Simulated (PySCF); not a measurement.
These compounds are isomers of formula C$_{8}$H$_{9}$FN$_{2}$.

A. `Cc1cc(F)c(C2CC2)nn1`
B. `CC(C)(C)/C(C#N)=C(/F)C#N`
C. `C=Cc1nnc(C)c(F)c1C`

Spectrum 1. ¹³C{¹H} NMR (computed): δ 170.5 (C), 160.1 (C), 151.3 (C), 135.3 (CH), 131.7 (CH2), 124.0 (C), 20.2 (CH3), 9.7 (CH3).

Spectrum 2. ¹³C{¹H} NMR (computed): δ 149.3 (C), 131.0 (C), 118.3 (C), 117.8 (C), 37.0 (C), 31.0 (CH3).

Spectrum 3. ¹³C{¹H} NMR (computed): δ 171.1 (C), 160.6 (C), 159.7 (C), 115.2 (CH), 24.7 (CH3), 15.9 (CH2), 11.7 (CH).

- GFN2-xTB geometry
- shieldings: GIAO PBE0/pcSseg-1
- run in PySCF 2.14
- equivalent nuclei averaged, non-relativistic, in vacuum, single conformer

References, each an isolated molecule treated in the same way: TMS for ¹³C (σ = 186.93 ppm). Splittings of carbon signals by F and P are missing where no couplings were computed. Shifts are as computed. Against solution values, carbons near 30 ppm lie about +3 ppm off and those near 130 ppm about +5 ppm. Of 1211 compounds with measured shifts, 218 miss one by over three times the rms of a fit or turn the order of signals round; such compounds aren't used in these exercises.

**Question.** Which spectrum belongs to which compound?

**Answer.** 1–C, 2–B, 3–A.

- Spectrum 1 (C): 8 ¹³C signals; δC 170.5 is an aromatic carbon bearing fluorine; δC 135.3 is an alkene CH.
- Spectrum 2 (B): 6 ¹³C signals; δC 149.3 is a fully substituted alkene carbon; δC 131.0 is a fully substituted alkene carbon.
- Spectrum 3 (A): 7 ¹³C signals; δC 171.1 is an aromatic carbon bearing fluorine; δC 24.7 is a methyl carbon on an aromatic ring.
